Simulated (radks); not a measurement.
Values are calculated unless marked as measured or tabulated.
Q: Orbital eigenvalues (eV) of neutral tungsten, [Xe] 4f14 5d4 6s2, of relativity; Dirac values are averaged over j with weights 2j + 1. Spin-unpolarised spherical Kohn-Sham, LDA (Slater exchange, Perdew-Wang correlation), point nucleus unless stated (finite: rms radius 5.3658 fm), a radial shooting solver on a logarithmic mesh with Libxc functionals. A level marked "c x" has the speed of light scaled by that factor and shares open shells by 2j + 1; other Dirac levels either fill j = l - 1/2 first or share by 2j + 1.

shell        non-rel.
3p            -2190.6
3d            -1815.7
4s            -478.12
4p            -394.43
4d            -241.62
5s            -65.195
4f            -42.196
5p            -40.935
5d            -6.0009
6s            -4.9378
6p (empty)    -1.5988
7s (empty)  -0.043191

Give the values at the level "Dirac, c x 1.25".

A: 
shell       Dirac, c x 1.25  change of magnitude (%)
3p                  -2273.9                    +3.80
3d                  -1806.6                    -0.50
4s                  -531.15                   +11.09
4p                  -413.50                    +4.84
4d                  -239.25                    -0.98
5s                  -73.351                   +12.51
4f                  -36.556                   -13.37
5p                  -42.679                    +4.26
5d                  -5.1622                   -13.98
6s                  -5.4869                   +11.12
6p (empty)          -1.5292                    -4.35
7s (empty)        -0.039318                    -8.97
